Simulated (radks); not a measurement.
Question: Spherical quantum dot in the effective-mass picture: electrons in a parabolic well V = omega^2 r^2 / 2 with omega = 0.347, all in effective atomic units (hartree* = m*/eps^2 hartree, bohr* = eps/m* bohr), one dielectric constant everywhere. Calculated with a radial shooting solver with Libxc functionals: non-relativistic Kohn-Sham, exchange-only LDA, spin-polarised, spherical densities. Levels are named by radial order and angular momentum (1s, 1p, 1d, 2s, ...), and open shells are averaged over m. At N = 28 the configuration is 1s2 1p6 1d10 2s2 1f(up 7, down 1). Does electron 29 go into 2p down or 1f down or 2p up?

Answer: Into 1f down. The total energies of the other choices lie higher by 0.0352 hartree* (2p up), 0.0577 hartree* (2p down).
